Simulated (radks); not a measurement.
Cl3+, configuration [Ne] 3s2 3p2. Calculated with a radial shooting solver on a logarithmic mesh with Libxc functionals: scalar-relativistic Kohn-Sham, PBE, spin-polarised, spherical densities, finite nucleus; open shells are filled with parallel spins first; Fermi nuclear charge, rms radius 3.3654 fm. Some entries of the table are withheld. Estimate them.

orbital,occ.,eigenvalue (eV),<r> (bohr),<r^2> (bohr^2)
1s up,1,-2797.850,0.09097,0.01114
1s down,1,-2797.404,0.09096,0.01113
2s up,1,-297.6402,0.4434,(1)
2s down,1,-297.2060,0.4432,(2)
2p up,3,(3),0.4056,0.2050
2p down,3,(4),0.4055,0.2046
3s up,1,(5),1.392,2.215
3s down,1,(6),1.398,2.242
3p up,2,-46.3496,1.509,2.636
3p down,0,-43.2368,1.527,2.712

Answer. 
(1) 2s up <r^2> (bohr^2): 0.2335
(2) 2s down <r^2> (bohr^2): 0.2332
(3) 2p up eigenvalue (eV): -236.8313
(4) 2p down eigenvalue (eV): -236.2278
(5) 3s up eigenvalue (eV): -60.1713
(6) 3s down eigenvalue (eV): -56.9444
